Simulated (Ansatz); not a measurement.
C2H7SSb (`C[CH](S)[SbH2]`), relaxed with RKS PBE0-D4/def2-TZVP in the Gaussian-basis code of Ansatz from a PBE-D4/def2-SVP geometry. The force threshold is 0.005 eV/Å; the program also tests the step.

Total charge 0; spin multiplicity 1. Sb takes the def2 core potential.

Start:

```xyz
11

C     0.917    0.868    0.094
C     0.096   -0.368    0.445
S     1.024   -1.864   -0.104
Sb   -1.928   -0.409   -0.491
H     1.093    0.942   -0.998
H     1.907    0.845    0.600
H     0.389    1.789    0.413
H    -0.058   -0.429    1.542
H     0.205   -2.786    0.476
H    -1.300    0.203   -1.986
H    -2.346    1.209    0.010
```

Question: By how much does the energy fall, and how many steps does the optimiser take? (Estimate.)

Answer: The calculation gave: 1.36 kcal/mol, in 9 steps, 2 of them rejected.

Question: Which bonds change most? (Best estimate.)

Answer: Computed: C2–Sb4 from 2.230 to 2.182 Å; Sb4–H11 from 1.745 to 1.717 Å; C2–S3 from 1.844 to 1.817 Å; Sb4–H10 from 1.733 to 1.708 Å.

Question: Give the relaxed structure. (Best estimate.)

Answer: Computed: 
```xyz
11

C     0.907    0.867    0.095
C     0.090   -0.358    0.458
S     1.024   -1.828   -0.062
Sb   -1.888   -0.406   -0.463
H     1.076    0.923   -0.983
H     1.883    0.848    0.592
H     0.386    1.776    0.401
H    -0.057   -0.403    1.538
H     0.159   -2.758    0.375
H    -1.286    0.146   -1.962
H    -2.295    1.193    0.013
```
